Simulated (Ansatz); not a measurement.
`[NH]=[Ta]([OH])([OH])[Cl]` + `NC[SiH](Cl)I` → `[NH]=[Ta]([NH2])([OH])[OH]` + `ClC[SiH](Cl)I`  (redistribution)

Calculated with Ansatz (gas phase, PBE0-D4/def2-TZVP geometries, no zero-point term in ΔE). CBS: MP2 limit from def2 TZ/QZ plus the TZ coupled-cluster correction, frozen cores. Functionals use def2-TZVPP. B3LYP here is the variant with VWN-RPA as its local correlation; programs differ in this. Elements past krypton have def2 core potentials. For I, Ta outer-core shells are correlated without core-valence functions, which leaves a few kJ/mol of doubt a bond. One conformer a species, not always the lowest.

`[NH]=[Ta]([OH])([OH])[Cl]`:

```xyz
8

N    -0.582   -1.032   -0.920
Ta    0.318   -0.056    0.236
O     0.994    1.481   -0.652
O    -0.860    0.507    1.615
Cl    2.056   -1.325    1.113
H    -1.078   -1.613   -1.574
H     0.938    1.734   -1.573
H    -1.785    0.304    1.755
```

`NC[SiH](Cl)I`:

Cartesian coordinates in Å:
```
N 1.259 -0.268 -0.852
C -0.182 -0.148 -0.703
Si -0.570 0.309 1.072
Cl -2.559 0.798 1.216
I -0.059 -1.539 2.565
H 1.710 0.637 -0.839
H 1.508 -0.722 -1.720
H -0.676 0.572 -1.375
H -0.649 -1.120 -0.887
H 0.217 1.480 1.523
```

`[NH]=[Ta]([NH2])([OH])[OH]`:

Cartesian coordinates in Å:
```
N -1.040 -1.338 0.273
Ta -0.115 0.167 0.176
N 1.281 -0.192 -1.190
O 0.696 0.620 1.855
O -1.209 1.649 -0.362
H -1.609 -2.159 0.382
H 1.977 0.482 -1.476
H 1.401 -1.055 -1.694
H 0.738 0.141 2.681
H -2.121 1.685 -0.645
```

`ClC[SiH](Cl)I`:

```xyz
8

Cl   -1.187   -1.392   -1.358
C    -0.796    0.174   -0.612
Si    0.559   -0.075    0.656
Cl    0.802    1.702    1.647
I     2.622   -0.716   -0.441
H    -1.697    0.558   -0.131
H    -0.492    0.867   -1.397
H     0.190   -1.117    1.635
```

```tsv
level	ΔE (kcal/mol)
ωB97M-V	15.7
revPBE	16.1
B3LYP	16.1
CCSD(T)/def2-SVP	19.1
```

**Question.** What does CCSD(T)/CBS give? (An estimate is asked.)

**Answer.** Ansatz gave: +14.8 kcal/mol. The listed levels differ from it by 0.9, 1.3, 1.3, 4.3 kcal/mol.

Largest T1 diagnostic among the species: 0.018.

At CCSD(T), def2-SVP lies +4.3 kcal/mol from the extrapolated value and def2-TZVPP +0.9 kcal/mol. From PBE to PBE0 (25 % exact exchange), in def2-TZVPP and without D4, ΔE moves by +0.8 kcal/mol.
